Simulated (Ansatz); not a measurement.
Worked example: the step energy

An elementary step of Si2H8O2, singlet (Si₂H₆O₂ ([OH][SiH2][O][SiH3]) + H₂ → Si₂H₆O ([SiH3][O][SiH3]) + H₂O; Si–O, H–H broken or loosened, Si–H, O–H formed or tightened). “Start” and “end” are the PBE0-D4/def2-TZVP structures reached by relaxing down either side of its saddle point, with the molecules still in contact.

Ansatz 0.2.0; basis: def2-TZVPP and def2-QZVPP; cores frozen in the correlated methods.

Energies in eV:

| quantity | end | start |
| --- | --- | --- |
| Hartree–Fock, triple zeta (X = 3) | -19930.43350 | -19931.29165 |
| Hartree–Fock, quadruple zeta (X = 4) | -19931.16659 | -19932.04147 |
| MP2 correlation, X = 3 | -20.56298 | -20.61124 |
| MP2 correlation, X = 4 | -22.19266 | -22.23869 |
| CCSD(T) correlation, X = 3 | -22.55730 | -22.54843 |

Task: Work out the step energy at the basis limit: extrapolate Hartree–Fock as E(X) = E∞ + A exp(−7.88 √X) and the MP2 correlation as E(X) = E∞ + B X^−2.97 (the exponents that Neese and Valeev fitted for def2-TZVPP and QZVPP), then add CCSD(T) − MP2 in triple zeta.

Result: Each step is linear, so take the differences first (end − start): Hartree–Fock 0.85815 (X = 3) and 0.87488 (X = 4); MP2 correlation 0.04826 and 0.04603; CCSD(T) correlation -0.00887.
Two points give E∞ = E(4) + w [E(4) − E(3)], with w = 1/(exp(7.88 (2 − √3)) − 1) = 0.1377 for Hartree–Fock and w = 1/((4/3)^2.97 − 1) = 0.7407 for the correlation.
Hartree–Fock: 0.87488 + 0.1377 × 0.01673 = 0.8772 eV.
MP2 correlation: 0.04603 + 0.7407 × (-0.00223) = 0.0444 eV.
CCSD(T) − MP2: -0.00887 − 0.04826 = -0.0571 eV.
Sum: 0.8772 + 0.0444 + (-0.0571) = 0.8645 eV, or 19.94 kcal/mol. Plain CCSD(T) in triple zeta gives 0.8493 eV, so the larger basis shifts the result by 0.0152 eV.

No T1 diagnostic of these runs exceeds 0.013.

Labels in which every atom is bracketed show which atoms are joined, not bond orders.

For scale, one of the runs: CCSD(T)/def2-TZVPP, 258 basis functions, launched by `ansatz run in.yaml --threads 4 --pin off --events-out ev --progress --plain --max-ram 9574MiB`. Hardware: 4 CPU threads of an Arm Neoverse V2, shared host. Wall time 2.3 min; peak host memory 5.7 GiB.
